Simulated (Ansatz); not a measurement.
Isolated molecules relaxed with PBE0-D4/def2-TZVP in Ansatz; ΔE leaves out vibrations. CCSD(T)/CBS adds triple-zeta CCSD(T) − MP2 to the extrapolated MP2 energy (def2 sets, frozen cores). This one scheme is used for every species, atoms too. DFT in def2-TZVPP. No spin–orbit coupling; open shells (•) take unrestricted orbitals. Spin–orbit coupling would lower the free atoms: a little for C, F, Si. One conformer a species, not always the lowest.

Consider the atomization: `C[SiH2][SiH](F)[SiH3]` → C• + F• + 9 H• + 3 Si•.

CCSD(T)/CBS gives +4630.2 kJ/mol.

Problem. Another level gave +4624.5 kJ/mol. Which?
A. CCSD/def2-TZVPP
B. PBE/def2-TZVPP
C. r2SCAN-D4/def2-TZVPP
D. r2SCAN/def2-TZVPP

Solution. C. r2SCAN-D4 4624.5, r2SCAN 4616.6, PBE 4575.6, CCSD/def2-TZVPP 4469.9 kJ/mol.

Largest T1 diagnostic among the species: 0.012.

In def2-TZVPP, CCSD(T) changes the Hartree–Fock value by +975.4 kJ/mol (the triples alone add +43.5 kJ/mol) and MP2 by +972.6 kJ/mol; breaking electron pairs costs correlation energy, which Hartree–Fock lacks. From PBE to PBE0 (25 % exact exchange), in def2-TZVPP and without D4, ΔE moves by −21.0 kJ/mol: exact exchange takes away binding that semilocal exchange gives to molecules.

For atomizations the MP2-based limit and the directly extrapolated one differ by several kJ/mol either way, and by 10 to 25 for some Ge, Se and Sn compounds, so smaller differences from it don't rank the levels.
